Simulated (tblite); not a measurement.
What does the GFN2-xTB structure of InChI=1S/C6H11FSi2/c1-2-5-6(7)9-4-3-8-5/h2-6H,1,8-9H2/t5-,6-/m0/s1 look like in three dimensions?

```
atom  x, y, z in Å
C1    -3.008   -0.713    0.864
C2    -2.040   -0.691   -0.033
C3    -0.642   -0.253    0.235
Si4   -0.353    1.487   -0.517
C5     1.473    1.895   -0.288
C6     2.433    1.011   -0.013
Si7    2.175   -0.840    0.204
C8     0.376   -1.234   -0.336
F9     0.328   -1.181   -1.733
H10   -4.011   -1.021    0.619
H11   -2.836   -0.419    1.887
H12   -2.233   -0.990   -1.055
H13   -0.481   -0.206    1.317
H14   -0.705    1.501   -1.938
H15   -1.176    2.449    0.227
H16    1.745    2.939   -0.407
H17    3.455    1.364    0.092
H18    3.093   -1.594   -0.653
H19    2.311   -1.229    1.614
H20    0.092   -2.266   -0.090
```

Any rigid rotation of these coordinates is as good. Atoms count from 1 in this order. The 4 C–Si bonds span 1.881 Å (C6–Si7, drawn single) to 1.919 Å (Si7–C8, drawn single), a spread of 0.038 Å. The 4 C–C bonds span 1.321 Å (C1=C2, drawn double) to 1.525 Å (C3–C8, drawn single), a spread of 0.204 Å. The 6-membered ring C3–Si4–C5–C6–Si7–C8 has internal angles of 107.1° to 125.4°; it is puckered, 0.23 Å rms from its mean plane, widest ring torsion 66°. Si4 (SiH2 silicon) is tetrahedral (angles from 107.1° to 110.7°).

Bonds between heavy atoms (Å): C1=C2 1.321, C2–C3 1.489, C3–Si4 1.917, Si4–C5 1.885, C5=C6 1.334, C6–Si7 1.881, Si7–C8 1.919, C8–F9 1.398, C3–C8 1.525.

The geometry is computed with GFN2-xTB (gas phase).

Point group: C1 (no symmetry element, even within 0.4 Å). Its GFN2-xTB frequencies are all real (lowest 54 cm⁻¹). One conformer, not necessarily the lowest (C1–C2–C3–Si4 -105°, C2–C3–Si4–C5 -174°, C3–Si4–C5–C6 17°, C5–C6–Si7–C8 10°, C6–Si7–C8–F9 75°).
